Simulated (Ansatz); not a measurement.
Gas-phase electronic energies from Ansatz, PBE0-D4/def2-TZVP geometries. CCSD(T)/CBS is the MP2 limit (def2-TZVPP, def2-QZVPP) plus CCSD(T) − MP2 in def2-TZVPP, frozen cores. This one scheme is used for every species. Functionals use def2-TZVPP. B3LYP here is the variant with VWN-RPA as its local correlation; programs differ in this. Each species was taken in one conformer, which may not be the lowest.

Consider the formal exchange of groups at the Al–B bond: `O[B](F)[AlH][F]` + `FC[SiH3]` → `[F][AlH][CH](F)[SiH3]` + `OBF`.

`O[B](F)[AlH][F]`:

Cartesian coordinates in Å:
```
O 1.740 0.499 0.326
B 0.424 0.788 0.415
F 0.131 1.952 0.988
Al -1.102 -0.541 -0.320
F -0.432 -1.912 -0.977
H 1.918 -0.347 -0.092
H -2.678 -0.439 -0.340
```

`FC[SiH3]`:

Z-matrix (Å, degrees):
```
C
Si 1 1.895
F 1 1.391 2 110.4
H 1 1.095 2 111.2 3 120.0
H 1 1.095 2 111.2 3 -120.0
H 2 1.484 1 110.0 3 60.5
H 2 1.484 1 110.0 3 -60.5
H 2 1.488 1 107.8 3 180.0
```

`[F][AlH][CH](F)[SiH3]`:

Z-matrix (Å, degrees):
```
C
Al 1 1.970
Si 1 1.890 2 115.1
F 1 1.415 2 107.8 3 122.4
H 1 1.100 2 109.6 3 -120.8
F 2 1.651 1 116.1 3 62.1
H 2 1.572 1 124.8 3 -117.0
H 3 1.487 1 107.2 2 -64.2
H 3 1.488 1 110.0 2 54.3
H 3 1.485 1 111.2 2 175.1
```

`OBF`:

Z-matrix (Å, degrees):
```
B
O 1 1.344
F 1 1.332 2 120.3
H 1 1.192 2 120.1 3 -180.0
H 2 0.963 1 113.4 3 -0.0
```

```json
{"level": "PBE-D4", "ΔE (kJ/mol)": "-19.9", "difference from CCSD(T)/CBS": "6.0"}
{"level": "r2SCAN-D4", "ΔE (kJ/mol)": "-26.9", "difference from CCSD(T)/CBS": "-1.0"}
{"level": "PBE0-D4", "ΔE (kJ/mol)": "-21.2", "difference from CCSD(T)/CBS": "4.7"}
{"level": "B3LYP-D4", "ΔE (kJ/mol)": "-26.3", "difference from CCSD(T)/CBS": "-0.4"}
{"level": "ωB97X-V", "ΔE (kJ/mol)": "-22.9", "difference from CCSD(T)/CBS": "3.0"}
{"level": "ωB97M-V", "ΔE (kJ/mol)": "-28.5", "difference from CCSD(T)/CBS": "-2.6"}
{"level": "B2PLYP", "ΔE (kJ/mol)": "-25.9", "difference from CCSD(T)/CBS": "0.0"}
{"level": "PBE", "ΔE (kJ/mol)": "-17.8", "difference from CCSD(T)/CBS": "8.1"}
{"level": "r2SCAN", "ΔE (kJ/mol)": "-26.3", "difference from CCSD(T)/CBS": "-0.4"}
{"level": "PBE0", "ΔE (kJ/mol)": "-19.3", "difference from CCSD(T)/CBS": "6.6"}
{"level": "B3LYP", "ΔE (kJ/mol)": "-22.9", "difference from CCSD(T)/CBS": "3.0"}
{"level": "HF/def2-TZVPP", "ΔE (kJ/mol)": "-24.0", "difference from CCSD(T)/CBS": "1.9"}
{"level": "MP2/def2-TZVPP", "ΔE (kJ/mol)": "-30.5", "difference from CCSD(T)/CBS": "-4.6"}
{"level": "SCS-MP2/def2-TZVPP", "ΔE (kJ/mol)": "-27.7", "difference from CCSD(T)/CBS": "-1.8"}
{"level": "CCSD/def2-TZVPP", "ΔE (kJ/mol)": "-24.1", "difference from CCSD(T)/CBS": "1.8"}
{"level": "CCSD(T)/def2-TZVPP", "ΔE (kJ/mol)": "-24.6", "difference from CCSD(T)/CBS": "1.3"}
{"level": "HF/def2-QZVPP", "ΔE (kJ/mol)": "-23.9", "difference from CCSD(T)/CBS": "2.0"}
{"level": "MP2/def2-QZVPP", "ΔE (kJ/mol)": "-31.2", "difference from CCSD(T)/CBS": "-5.3"}
{"level": "SCS-MP2/def2-QZVPP", "ΔE (kJ/mol)": "-28.5", "difference from CCSD(T)/CBS": "-2.6"}
{"level": "HF/CBS(def2)", "ΔE (kJ/mol)": "-23.9", "difference from CCSD(T)/CBS": "2.0"}
{"level": "MP2/CBS(def2)", "ΔE (kJ/mol)": "-31.8", "difference from CCSD(T)/CBS": "-5.9"}
{"level": "CCSD/CBS(def2)", "ΔE (kJ/mol)": "-25.5", "difference from CCSD(T)/CBS": "0.4"}
{"level": "CCSD(T)/CBS", "ΔE (kJ/mol)": "-25.9", "difference from CCSD(T)/CBS": "0"}
```

Largest T1 diagnostic among the species: 0.014.

The D4 term adds −3.4 kJ/mol with B3LYP and −1.9 kJ/mol with PBE0; it sums over pairs of atoms, weighted by their polarisabilities, and B3LYP, whose exchange is more repulsive, gets the larger term.
